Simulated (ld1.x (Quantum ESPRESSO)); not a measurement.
u(r) = r·R(r): atom against pseudo-atom (magnesium (Mg))

Columns: radius, all-electron u(r) and pseudo u(r) of the 3s shell (level -4.79 eV) of magnesium in the configuration [He] 2s2 2p6 3s2 3p0; LDA (PZ), scalar-relativistic, RRKJ scheme, ld1.x (Quantum ESPRESSO) 7.5.

| r (bohr) | all-electron | pseudo |
| --- | --- | --- |
| 0.110 | 0.0979 | 0.0383 |
| 0.220 | -0.0679 | 0.0727 |
| 0.330 | -0.1970 | 0.1005 |
| 0.440 | -0.2470 | 0.1205 |
| 0.550 | -0.2337 | 0.1340 |
| 0.660 | -0.1801 | 0.1440 |
| 0.770 | -0.1047 | 0.1545 |
| 0.880 | -0.0197 | 0.1696 |
| 0.990 | 0.0669 | 0.1926 |
| 1.100 | 0.1502 | 0.2248 |
| 1.210 | 0.2273 | 0.2657 |
| 1.320 | 0.2969 | 0.3128 |
| 1.430 | 0.3582 | 0.3628 |
| 1.540 | 0.4115 | 0.4117 |
| 1.650 | 0.4568 | 0.4564 |
| 1.760 | 0.4946 | 0.4948 |
| 1.870 | 0.5256 | 0.5261 |
| 1.980 | 0.5502 | 0.5505 |
| 2.090 | 0.5691 | 0.5692 |
| 2.200 | 0.5828 | 0.5828 |
| 2.310 | 0.5918 | 0.5918 |
| 2.420 | 0.5966 | 0.5966 |
| 2.530 | 0.5978 | 0.5978 |
| 2.640 | 0.5958 | 0.5958 |
| 2.750 | 0.5910 | 0.5910 |
| 2.860 | 0.5838 | 0.5838 |

(1) How many radial nodes do the two functions have?

(2) At about which radius was the pseudo-wave matched?

(3) Is the pseudo-wave norm-conserving?

Results:

(1) The all-electron 3s function has n − l − 1 = 2; the pseudo-wave has 0, since the states of the same l below it are removed with the core.

(2) 2.20 bohr. The columns agree to 0.0005 from 1.98 bohr on; several derivatives are matched, so the curves merge somewhat inside the radius.

(3) Yes: the RRKJ scheme keeps the norm inside the radius equal to the all-electron one, which fixes the energy derivative of the logarithmic derivative at the level.
